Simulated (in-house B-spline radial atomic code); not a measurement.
**Ionising the magnesium ion Mg³⁺ with different functionals**

Computed with a B-spline radial code for spherical atoms: four-component Dirac-Coulomb Hamiltonian, Fermi nucleus of rms radius 3.057 fm, spin-restricted, spherical fractional occupations for the functionals. The ionisation energy is the difference of two self-consistent energies, [He] 2s2 2p5 → [He] 2s2 2p4, without Breit or QED terms; ε is the level of the shell that loses the electron (mean over j). The electron is taken from both j subshells in proportion to 2j + 1, so the result is a j average, not the step between ground levels.

Hybrids are left out here: with spherical fractional occupations of an open shell their exact exchange keeps a self-interaction that integer-occupation calculations don't have.

```csv
method,rung,ΔSCF (eV),-ε(2p) (eV)
LDA VWN5,LDA,112.34,96.30
relativistic LDA,LDA,112.32,96.29
LDA PW92,LDA,112.33,96.29
LDA exchange-only,LDA,110.28,94.28
PBE,GGA,112.27,96.21
PBEsol,GGA,112.09,96.05
BLYP,GGA,112.33,96.26
RPBE,GGA,112.21,96.15
PW91,GGA,112.47,96.40
BP86,GGA,112.38,96.31
AM05,GGA,112.05,96.02
OLYP,GGA,112.62,96.56
```

Q: How do they compare with the NIST value?

A: NIST lists 109.265 eV ± 0.0012 (semi-empirical, ground level to ground level). Errors run from +1.02 to +3.35 eV. The correlated functionals all miss on the same side by more than they spread, so the cause is common to them (Breit-QED terms, spin polarisation, the choice among j levels, multiplet and fine-structure energies, or a listed next ion that isn't the cheapest removal here) and closeness doesn't rank the functionals.
